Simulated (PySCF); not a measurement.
C₆ coefficients of unlike pairs at PBE

Calculated with PySCF 2.14 from the dipole response of each species, C₆(A,B) = (3/π) ∫ α_A(iu) α_B(iu) du, in atomic units, from isotropic polarisabilities. For ions this is the dispersion term alone; charge-induced terms of lower order in 1/R come first.

| species | configuration | basis | relativity | α (bohr³) | C₆ (like pair) |
| --- | --- | --- | --- | --- | --- |
| Sc⁺ | [Ar] 3d1 4s1 (3D) | x2c-QZVPPall with one added diffuse shell each of s, p, d, f, g type (12s8p6d4f3g) | spin-free X2C | 58.79 | 398.3 |
| In | [Kr] 4d10 5s2 5p1 (2P) | aug-cc-pV5Z-PP with ECP28MDF (8s8p6d4f3g2h) | core potential | 80.25 | 818.3 |
| Re²⁺ | [Xe] 4f14 5d5 (6S) | def2-QZVPPD with the def2 core potential (60 electrons) (7s6p4d4f2g) | core potential | 12.47 | 77.61 |
| Cl²⁺ | [Ne] 3s2 3p3 (4S) | aug-cc-pwCVQZ (10s9p7d5f3g) | none | 5.860 | 20.87 |

Task: Estimate C₆ for In with Sc⁺.

Result: The integral gives 568.9. The combination rule 2 C_A C_B / (C_A α_B/α_A + C_B α_A/α_B) gives 570.2 and the geometric mean 570.9.

No spin-orbit coupling is included.

The other pairs:

```
      pair     C₆
Cl²⁺, Re²⁺  40.12
  Re²⁺, In  216.8
 Cl²⁺, Sc⁺  72.29
 Re²⁺, Sc⁺  144.4
  Cl²⁺, In  109.2
```
